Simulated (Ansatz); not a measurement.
Cost and result for the atomization energy of C3H9InS3 (`C[S][In]([S]C)[S]C`) (16 atoms, 15 bonds).

```csv
atom,x (Å),y (Å),z (Å)
C1,1.827,-0.604,2.622
S2,1.050,0.892,1.932
In3,0.000,0.000,0.000
S4,0.190,-2.314,-0.492
C5,-0.776,-2.418,-2.033
S6,-1.239,1.422,-1.441
C7,-1.051,3.021,-0.589
H8,2.556,-1.029,1.934
H9,2.344,-0.292,3.530
H10,1.085,-1.356,2.883
H11,-1.812,-2.122,-1.876
H12,-0.753,-3.463,-2.342
H13,-0.336,-1.810,-2.823
H14,-1.482,2.995,0.411
H15,-0.007,3.323,-0.531
H16,-1.595,3.754,-1.185
```

The species carries charge 0 and has multiplicity 1. Correlated methods include outer-core shells of In, which these sets cover unevenly. In: def2 effective core potential. All single points use the PBE0-D4/def2-TZVP geometry. It is one conformer, not always the lowest. Program: Ansatz. All runs use 2 threads of an AMD EPYC 7R13 on a shared host and a share of an NVIDIA H100 80 GB. Times are those of one run each, without the atoms' runs, and a repeat can differ threefold. Electronic energies, without spin–orbit coupling; frozen cores. CCSD(T)/CBS adds CCSD(T) − MP2 in def2-TZVPP to the MP2 limit, and its time is that of the two runs behind it. T1 = 0.013. With those shells the extrapolation isn't a true limit. B3LYP takes the VWN-RPA correlation (the form of Gaussian; ORCA's B3LYP/G). HSE06 is the plane-wave form, built on full-range PBE exchange.

CCSD(T)/CBS is a level of theory with its own doubt, some kJ/mol a heavy atom from the limit and from the frozen cores, so smaller differences don't rank the functionals.

```csv
level,functions,wall time,atomization (kJ/mol),difference from CCSD(T)/CBS,per bond
HSE06-D4/def2-TZVPP,395,3.6 s,5564.2,20.2,1.3
revPBE-D4/def2-TZVPP,395,4.4 s,5501.5,-42.5,-2.8
B3LYP-D4/def2-TZVPP (with forces),395,4.4 s,5503.3,-40.7,-2.7
B97M-V/def2-TZVPP,395,5.5 s,5567.6,23.6,1.6
B2PLYP/def2-TZVPP,395,7 s,5437.0,-107.0,-7.1
PBE-D4/def2-TZVPP (with forces),395,7 s,5631.0,87.0,5.8
r2SCAN-D4/def2-TZVPP (with forces),395,7.5 s,5558.6,14.6,1.0
PBE-QIDH/def2-TZVPP,395,8 s,5514.8,-29.2,-1.9
CCSD(T)/def2-SVP,167,8 s,5184.6,-359.4,-24.0
ωB97X-V/def2-TZVPP,395,11 s,5559.6,15.6,1.0
MP2/def2-QZVPP,733,17 s,5541.5,-2.5,-0.2
CCSD(T)/def2-TZVPP,395,41 s,5386.2,-157.8,-10.5
CCSD(T)/CBS(def2),–,58 s,5544.0,0.0,0.0
```

In def2-TZVPP, CCSD(T) changes the Hartree–Fock value by +1364.5 kJ/mol (the triples alone add +92.7 kJ/mol) and MP2 by +1427.8 kJ/mol; breaking electron pairs costs correlation energy, which Hartree–Fock lacks. From BLYP to BHLYP (50 % exact exchange), in def2-TZVPP and without D4, the atomization energy moves by −63.5 kJ/mol: exact exchange takes away binding that semilocal exchange gives to molecules. At CCSD(T), def2-SVP lies −359.3 kJ/mol from the extrapolated value and def2-TZVPP −157.7 kJ/mol: correlation converges slowly with the basis, and small sets miss more of it in the bonded molecule than in its fragments.

Spin–orbit coupling would lower the free In atoms strongly, and the atomization energy with them, by more than many differences here.
